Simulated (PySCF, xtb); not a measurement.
CH9FN2Si2, SMILES F[Si@H](NC)N[SiH3].

GFN2-xTB (xtb) at its own geometry gives an orbital gap of 5.28 eV and a dipole moment of 2.29 D.

Geometry: B3LYP-D3(BJ)/def2-SVP. The structure was generated by enumeration; whether it is a known compound was not checked. Other conformers were not sampled.

What does r2SCAN/def2-TZVP (PySCF) give? (The exact figures need the calculation; the answer reports its results.)

gap 5.89 eV (levels -5.98 and -0.08 eV), dipole 2.32 D.
